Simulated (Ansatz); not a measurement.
Reaction (formal hydrolysis of a B–B bond): `C=CBB(C)S` + H₂O → `CB(O)S` + `BC=C`

Isolated molecules relaxed with PBE0-D4/def2-TZVP in Ansatz; ΔE leaves out vibrations. CCSD(T)/CBS is the MP2 limit (def2-TZVPP, def2-QZVPP) plus CCSD(T) − MP2 in def2-TZVPP, frozen cores. This one scheme is used for every species. Functionals use def2-TZVPP. One conformer a species, not always the lowest.

CCSD(T)/CBS gives -30.3 kcal/mol.

(1) Another level gave -32.6 kcal/mol. Which?
A. CAM-B3LYP/def2-TZVPP
B. PBE/def2-TZVPP
C. r2SCAN0-D4/def2-TZVPP
D. ωB97M-V/def2-TZVPP

Largest T1 diagnostic among the species: 0.013.

## Answers

(1) D. ωB97M-V -32.6, r2SCAN0-D4 -31.6, CAM-B3LYP -34.2, PBE -29.4 kcal/mol.

Leaving LDA and LC-ωPBE aside and taking each functional with its dispersion term where it has one, the values, not all of them listed here, spread over 5.2 kcal/mol, from CAM-B3LYP-D4 to revPBE-D4. LDA lies −0.7 kcal/mol from PBE without D4. From PBE to PBE0 (25 % exact exchange), in def2-TZVPP and without D4, ΔE moves by −1.0 kcal/mol. In def2-TZVPP, CCSD(T) changes the Hartree–Fock value by +5.5 kcal/mol (the triples alone add +0.6 kcal/mol) and MP2 by +5.0 kcal/mol.

CCSD(T)/CBS has its own doubt, a few kJ/mol and more with outer-core shells, so smaller differences from it don't rank the levels.
